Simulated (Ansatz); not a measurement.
PAsSbSb tetrahedron (Sb2AsP). The state is a singlet with charge 0. Geometry relaxed at PBE0-D4/def2-SVP.

```xyz
4

P    -0.017    0.823   -1.197
As   -0.626   -1.316   -0.449
Sb   -0.946    0.730    1.173
Sb    1.588   -0.236    0.474
```

In the def2 sets Sb takes a core potential; there is no spin–orbit coupling.

Problem. Estimate the harmonic wavenumbers at RKS PBE0-D4/def2-SVP (Ansatz, unscaled). Is this a minimum?

Solution. 180, 200, 254, 272, 295, 427 cm⁻¹. Yes, no mode is imaginary beyond noise. Zero-point energy 9.7 kJ/mol. Hardware: 4 threads of Intel Xeon on a shared host. Wall time 74 s.
